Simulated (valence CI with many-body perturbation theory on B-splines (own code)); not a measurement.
**Energy levels of Yb55+**

Calculated by valence CI with perturbative core correlation (CI+MBPT): five valence electrons over a frozen Dirac-Fock core [Ne], radial functions for each j: 11 s, 11 p, 10 d, 8 f, 5 g, 2 h, with the one-electron correlation potential Σ1, the two-electron term Σ2, the three-electron term Σ3, Breit, model QED; selected CI, second order for the rest, scaled by the run's own slope (own B-spline code, finite nucleus).

The last digits are not significant, and no measured levels were compared; by estimate large intervals hold to a few tenths of a per cent, small ones and those within an open d or f shell to about a per cent. Among the levels kept, up to 3000 cm⁻¹ of a level comes from second order outside the variational space, and about a tenth of that is noise between levels of different J, which matters for small intervals.

Levels 46 to 90 of 166, with energies above the lowest level, (3s^2 3p1/2^2 3p3/2) J=3/2. "Leading %" is the weight of the configuration and term that name the level; weights of strongly mixed levels are sums over their largest components and can fall short. In the jj column 3d3/2^4 stands for four electrons in 3d with j = 3/2. Lifetimes count E1, E2, E3, M1 and M2 decay at the calculated energies, and are blank where another channel may lead or the interval is too uncertain; long ones can be off by a factor of two.

```
No.  Configuration  Term    J  E (Ry)  Leading %  Lifetime                     Leading jj      g
 46      3s.3p3.3d   2D°  5/2  54.675         25   1.28 ps  3s 3p1/2^2 3p3/2 3d5/2 (80 %)  1.088
 47      3s.3p3.3d   2P°  3/2  54.831         16    995 fs  3s 3p1/2^2 3p3/2 3d5/2 (80 %)  1.335
 48     3s2.3p.3d2   4G°  7/2  56.030         56   3.73 ps  3s^2 3p1/2 3d3/2 3d5/2 (95 %)  1.020
 49     3s2.3p.3d2   2D°  5/2  56.305         24   3.01 ps  3s^2 3p1/2 3d3/2 3d5/2 (94 %)  1.063
 50     3s2.3p2.3d    2F  7/2  56.704         46    701 fs      3s^2 3p3/2^2 3d3/2 (97 %)  1.103
 51     3s2.3p2.3d    2D  5/2  56.728         28    480 fs      3s^2 3p3/2^2 3d3/2 (87 %)  1.168
 52     3s2.3p.3d2   4D°  3/2  56.753         42   2.70 ps  3s^2 3p1/2 3d3/2 3d5/2 (93 %)  1.178
 53     3s2.3p.3d2   4P°  1/2  56.880         45   3.26 ps  3s^2 3p1/2 3d3/2 3d5/2 (95 %)  1.805
 54     3s2.3p2.3d    4P  3/2  56.966         23    331 fs      3s^2 3p3/2^2 3d3/2 (76 %)  1.185
 55     3s2.3p.3d2   2H°  9/2  57.012         48   4.34 ps  3s^2 3p1/2 3d3/2 3d5/2 (96 %)  1.027
 56     3s2.3p2.3d    4P  1/2  57.066         39    310 fs      3s^2 3p3/2^2 3d3/2 (77 %)  1.646
 57     3s2.3p2.3d    2D  3/2  58.208         68    492 fs      3s^2 3p3/2^2 3d3/2 (89 %)  0.833
 58     3s2.3p.3d2   4D°  5/2  59.081         25    300 fs  3s^2 3p1/2 3d3/2 3d5/2 (82 %)  1.155
 59     3s2.3p.3d2   2F°  7/2  59.286         37    395 fs  3s^2 3p1/2 3d3/2 3d5/2 (83 %)  1.150
 60     3s2.3p2.3d    2F  7/2  59.426         51    130 ps      3s^2 3p3/2^2 3d5/2 (98 %)  1.232
 61     3s2.3p2.3d    4F  9/2  59.574         61   3.34 ns      3s^2 3p3/2^2 3d5/2 (98 %)  1.238
 62     3s2.3p.3d2   4D°  3/2  59.715         21    286 fs  3s^2 3p1/2 3d3/2 3d5/2 (83 %)  1.331
 63     3s2.3p2.3d    2P  1/2  60.147         55   15.0 ps      3s^2 3p3/2^2 3d5/2 (94 %)  1.229
 64     3s2.3p2.3d    2D  5/2  61.633         75    601 ps      3s^2 3p3/2^2 3d5/2 (98 %)  1.199
 65     3s2.3p.3d2   4D°  7/2  61.980         29   1.95 ps      3s^2 3p1/2 3d5/2^2 (87 %)  1.214
 66     3s2.3p.3d2   4G°  9/2  62.066         28   3.02 ps      3s^2 3p1/2 3d5/2^2 (94 %)  1.117
 67     3s.3p2.3d2    4F  3/2  62.434         42   15.2 ps      3s 3p1/2^2 3d3/2^2 (96 %)  0.434
 68     3s2.3p2.3d    2P  3/2  62.515         43   1.75 ps      3s^2 3p3/2^2 3d5/2 (94 %)  1.183
 69     3s2.3p.3d2   2P°  3/2  62.662         27   1.77 ps      3s^2 3p1/2 3d5/2^2 (93 %)  1.331
 70     3s2.3p.3d2   2F°  5/2  62.691         38   2.21 ps      3s^2 3p1/2 3d5/2^2 (95 %)  1.097
 71     3s2.3p2.3d    2D  5/2  62.896         51   1.42 ps      3s^2 3p3/2^2 3d5/2 (92 %)  1.170
 72     3s.3p2.3d2    4F  5/2  63.135         24   13.5 ps      3s 3p1/2^2 3d3/2^2 (93 %)  1.059
 73      3s.3p3.3d   6D°  3/2  64.181         20   2.01 ps  3s 3p1/2 3p3/2^2 3d3/2 (74 %)  1.248
 74     3s2.3p.3d2   2P°  1/2  64.445         66   1.92 ps      3s^2 3p1/2 3d5/2^2 (90 %)  0.640
 75     3s.3p2.3d2    4P  1/2  64.490         45   12.8 ps      3s 3p1/2^2 3d3/2^2 (94 %)  2.389
 76      3s.3p3.3d   6D°  1/2  64.950         42   1.80 ps  3s 3p1/2 3p3/2^2 3d3/2 (94 %)  2.036
 77      3s.3p3.3d   4F°  5/2  64.972         37   2.49 ps  3s 3p1/2 3p3/2^2 3d3/2 (92 %)  1.220
 78      3s.3p3.3d   4G°  7/2  65.774         31   1.97 ps  3s 3p1/2 3p3/2^2 3d3/2 (93 %)  1.190
 79            3p5   2P°  3/2  65.779         47    656 fs         3p1/2^2 3p3/2^3 (47 %)  1.279
 80      3s.3p3.3d   2G°  9/2  66.786         42   2.04 ps  3s 3p1/2 3p3/2^2 3d3/2 (95 %)  1.153
 81      3s.3p3.3d   4F°  3/2  67.287         43    825 fs  3s 3p1/2 3p3/2^2 3d3/2 (88 %)  0.800
 82     3s.3p2.3d2    4F  7/2  67.721         28   4.78 ps  3s 3p1/2^2 3d3/2 3d5/2 (95 %)  1.229
 83      3s.3p3.3d   4P°  5/2  67.777         28    526 fs  3s 3p1/2 3p3/2^2 3d3/2 (89 %)  1.344
 84      3s.3p3.3d   4D°  7/2  67.802         34    642 fs  3s 3p1/2 3p3/2^2 3d3/2 (82 %)  1.235
 85      3s.3p3.3d   4D°  1/2  67.978         56    681 fs  3s 3p1/2 3p3/2^2 3d3/2 (80 %)  0.612
 86     3s.3p2.3d2    4F  5/2  68.084         19   4.31 ps  3s 3p1/2^2 3d3/2 3d5/2 (94 %)  1.181
 87      3s.3p3.3d   4P°  3/2  68.390         31    407 fs  3s 3p1/2 3p3/2^2 3d3/2 (88 %)  1.475
 88     3s.3p2.3d2    6D  3/2  68.514         30   3.91 ps  3s 3p1/2^2 3d3/2 3d5/2 (96 %)  1.608
 89      3s.3p3.3d   4F°  3/2  68.799         33    467 fs  3s 3p1/2 3p3/2^2 3d3/2 (93 %)  0.874
 90      3s.3p3.3d   2F°  5/2  68.821         25    569 fs  3s 3p1/2 3p3/2^2 3d3/2 (94 %)  1.036
```

Where two levels of one J and parity lie close, their mixing, g and order are uncertain.
